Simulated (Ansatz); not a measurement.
Species: LaF₃, charge 0, multiplicity 1. SMILES: [F][La]([F])[F]
Geometry: optimised at B3LYP-D3(BJ)/def2-TZVP (Ansatz, a first-principles code).

Parts of the frozen-core correlation energy in def2-SVP (Ansatz, hartree). Frozen orbitals: 7; correlated occupied orbitals by spin: 12 and 12; virtual: 55 and 55. No spin-orbit coupling. In def2 rows, elements after Kr have scalar-relativistic effective core potentials.

| term | value |
|---|---|
| reference (HF) | -329.47224 |
| MP2 opposite-spin | … |
| MP2 same-spin | -0.17801 |
| CCSD correlation | … |
| (T) | … |
| T1 diagnostic | 0.019 |
| largest doubles amplitude | 0.013 |

Complete the blanks.


- MP2 opposite-spin, value: -0.45264
- CCSD correlation, value: -0.62720
- (T), value: -0.00969
